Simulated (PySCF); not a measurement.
# Computed structure and properties of [Nd(PH3)]2+

System: [Nd(PH3)]2+ (singlet in the valence; each metal's 4f electrons, 4 of them, lie in its core potential, out of spins and levels); start: template (C3v). Method: PySCF 2.14.0, RKS PBE0, Nd lcecp-0-SVP with ECP50, P def2-SVP, H def2-SVP; non-relativistic Hamiltonian with scalar-relativistic core potentials where named; density fitting; no spin-orbit coupling.

Input of the relaxation:

```python
mol = gto.M(atom='''
Nd     0.00000     0.00000    -0.61626
P      0.00000     0.00000     2.50624
H      1.21001    -0.00000     3.24944
H     -0.60500     1.04790     3.24944
H     -0.60501    -1.04789     3.24944''',
    basis={'Nd': 'lcecp-0-SVP', 'P': 'def2-SVP', 'H': 'def2-SVP'},
    ecp={'Nd': 'lcecp-0-SVP'},
    charge=2, spin=0)
mf = dft.RKS(mol, xc='PBE0')
mf.grids.atom_grid = (50, 194)  # f atoms: unpruned, at least (60, 302)
mf = mf.density_fit()  # fitting sets: Nd AutoAux, P def2-universal-JKFIT, H def2-universal-JKFIT
mf.conv_tol = 1e-08; mf.max_cycle = 55
mf.kernel(dm0)  # dm0: converged density of the start geometry
# quasi-Newton relaxation in Cartesian coordinates to a largest gradient under 0.00045 Eh/bohr, steps kept in the point group
```

Run from Python with OMP_NUM_THREADS=2; the lines above give its settings. Where DIIS fails, smearing, a level shift and second-order steps follow.
It took 8.1 s on 2 threads of Arm Neoverse V2 (shared host), from the converged density of the start.

Course of the relaxation:

```csv
step,energy above end (eV),largest force component within the symmetry (eV/Å)
0,0.0696,1.059
1,0.0105,0.568
2,0.0010,0.139
3,0.0004,0.044
4,0.0002,0.025
5,0.0000,0.023
6,0.0000,0.008
```

Relaxed geometry (C3v):

```xyz
5

Nd    0.0000    0.0000   -0.6172
P     0.0000    0.0000    2.5821
H     1.2646    0.0000    3.2245
H    -0.6323    1.0952    3.2245
H    -0.6323   -1.0952    3.2245
```

```json
{"contact": "Nd1–P2 (PH3)", "Å": "3.199"}
```

On the finer grid (75, 302):

```yaml
HOMO: not given (4f levels lie in the core)
LUMO: not given (4f levels lie in the core)
Dipole_about_the_centre_of_mass: 0.52 D
Set_of_Mulliken_populations_of_Nd1_outside_the_core_potential: s 2.11, p 6.05, d 0.17, f 0.00
D3_BJ_dispersion_energy_not_in_the_energies: -0.132 eV
```

```json
{"atom": "Nd1", "Mulliken (e)": "1.66", "Löwdin (e)": "1.51", "spin (e)": "0.00"}
{"atom": "P2", "Mulliken (e)": "-0.13", "Löwdin (e)": "0.36", "spin (e)": "0.00"}
{"atom": "H3", "Mulliken (e)": "0.16", "Löwdin (e)": "0.04", "spin (e)": "0.00"}
{"atom": "H4", "Mulliken (e)": "0.16", "Löwdin (e)": "0.04", "spin (e)": "0.00"}
{"atom": "H5", "Mulliken (e)": "0.16", "Löwdin (e)": "0.04", "spin (e)": "0.00"}
```

The 4f levels lie in the core potential and are missing. Their spin isn't counted.

A rough frequency check found all modes real, so this is a minimum.

Taking off one PH3 (charge 0, singlet; the rest: singlet) in vacuum, both parts rigid, costs 1.88 eV; the small basis without counterpoise inflates it. Parting with an electron moved from the ligand to the metal can be far cheaper, even downhill.

Rigid scan of PH3 along the line from its metal:

(distance to P2 (Å), energy (eV)): (2.90, 0.180), (3.00, 0.072), (3.10, 0.016), (3.20, 0.000), (3.30, 0.013), (3.40, 0.047), (3.60, 0.157)

One start shape was tried, so this needn't be the lowest isomer.

An lcecp potential fixes the number of 4f electrons, so in runs with it no electron can move into or out of that shell; real Nd(II) is rare or takes another configuration.
